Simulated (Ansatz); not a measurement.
Reactions of `CCCCCCCCC`.

Calculated with Ansatz (gas phase, PBE0-D4/def2-TZVP geometries, no zero-point term in ΔE). CCSD(T)/CBS is the MP2 limit (def2-TZVPP, def2-QZVPP) plus CCSD(T) − MP2 in def2-TZVPP, frozen cores. This one scheme is used for every species, atoms too. DFT in def2-TZVPP. B3LYP here is the variant with VWN-RPA as its local correlation; programs differ in this. Open shells (•) are unrestricted, without spin–orbit coupling. Spin–orbit coupling would lower the free atoms: a little for C. Bonds to Br, Ge are less sure, by a few kJ/mol each and by 10 to 20 or more in all where they break to atoms, as the def2 sets lack core-valence functions. Scalar relativity is left out up to krypton. One conformer a species, not always the lowest.

```
                                                            reaction  CCSD(T)/CBS(def2) (kJ/mol)
               `CCCCCCCCC` + `BN[SiH3]` → `BN([SiH3])CC` + `CCCCCCC`                          16
                                 `CCCCCCCCC` + H₂ → `CCCCCC` + `CCC`                         -66
                       `CCCCCCCCC` + `CCCC` → `CCCC(C)CC` + `CCCCCC`                         -10
                                 `CCCCCCCCC` + H₂ → `CCCCC` + `CCCC`                         -69
                              `CCCCCCCCC` + HBr → `CCCCBr` + `CCCCC`                           ?
                                          `CCCCCCCCC` → 9 C• + 20 H•                       11590
     `CCCCCCCCC` + `O[SiH2][SiH2]O` → `CO[SiH2][SiH2]O` + `CCCCCCCC`                          48
                              `CCCCCCCCC` + HBr → `CCCBr` + `CCCCCC`                          -1
`CCCCCCCCC` + `[SiH3][NH][GeH3]` → `C[N]([SiH3])[GeH3]` + `CCCCCCCC`                           ?
      `CCCCCCCCC` + `C[CH2][AlH2]` → `C[CH2][AlH][CH2]C` + `CCCCCCC`                           ?
```

Task: Fill in the missing values. (Estimate.)

Result: The calculation gave: `CCCCCCCCC` + HBr → `CCCCBr` + `CCCCC`: -4.0 kJ/mol; `CCCCCCCCC` + `[SiH3][NH][GeH3]` → `C[N]([SiH3])[GeH3]` + `CCCCCCCC`: +30.3 kJ/mol; `CCCCCCCCC` + `C[CH2][AlH2]` → `C[CH2][AlH][CH2]C` + `CCCCCCC`: -35.5 kJ/mol.

Largest T1 diagnostic: 0.012, for `BN[SiH3]`.
